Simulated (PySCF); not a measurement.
**Spin states of LiSb⁺**

Unrestricted PBE0; basis Li aug-cc-pVDZ, Sb aug-cc-pVDZ-PP with ECP28; scalar-relativistic core potentials; PySCF 2.14. Outer shells of the fragments: Li+ closed shells only; Sb 4d10 5s2 5p3.

Followed along the bond (rough minima from three points):

```tsv
2Ms+1	unpaired	⟨S²⟩ at the start	R at minimum (Å)	Te (eV)
4	σ ↑, π ↑↑	3.75	2.96	0.00
2	σ ↓, π ↑↑	1.76	3.04	0.61
2	σ ↑, π ↑↓	1.76	2.99	0.64
2	π ↑	0.75	2.85	0.76
2	σ ↑	0.75	2.97	1.62
```

Solutions found at the starting distance of 2.750 Å, counted from the lowest of them; the search is not exhaustive and high or unbound solutions are not listed, so other states can lie among these:

```
2Ms+1   unpaired   term  E (eV)  ⟨S²⟩  ⟨Lz²⟩  μ (D)
    4  σ ↑, π ↑↑    ⁴Σ⁻    0.00  3.75   0.00  -8.93
    2  σ ↓, π ↑↑  mixed    0.64  1.76   0.00  -8.92
    2  σ ↑, π ↑↓  mixed    0.66  1.76   2.01  -8.89
    2        π ↑     ²Π    0.74  0.75   1.00  -8.41
    2        σ ↑  mixed    1.62  0.75   2.00  -8.72
    2        π ↑     ²Π    2.55  0.75   1.01  -9.00
    4  σ ↑↑, π ↑     ⁴Π    5.17  3.75   1.00   0.55
    4  σ ↑, π ↑↑  mixed    5.93  3.75   2.01  -1.47
```

A term symbol is given only where ⟨S²⟩ and ⟨Lz²⟩ are close to those of a pure state; real π, δ and φ orbitals otherwise mix terms. A positive dipole points towards Sb; it is taken about the centre of mass and depends on that origin.

Spin–orbit coupling is left out. Counting both spins, an empty level lies below a filled one in some of these solutions, because spin and occupation are held.
